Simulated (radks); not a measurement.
Question: The mean radii <r> (bohr) of the occupied orbitals of an atom or ion are listed with their occupations. Method: scalar-relativistic Kohn-Sham, BLYP, spin-polarised, spherical densities, finite nucleus; Fermi nuclear charge, rms radius of each element as measured or else 0.836 A^(1/3) + 0.57 fm; computed with a radial shooting solver on a logarithmic mesh with Libxc functionals.

orbital  occ.      <r>
1s          2  0.09027
2s          2   0.3857

Name the element and its charge. Open shells, if any, are filled with parallel spins first.

Answer: Z = 17, chlorine, charge +13: Cl13+ in [He] 2s2. The 1s radius gives Z: for a bare nucleus <r> = (2 gamma + 1)/(2Z) with gamma = sqrt(1 - (Z/c)^2), 0.08778 bohr for Z = 17, and screening makes it slightly larger (0.09027 here). The occupations add up to 4, and the charge is Z minus that.
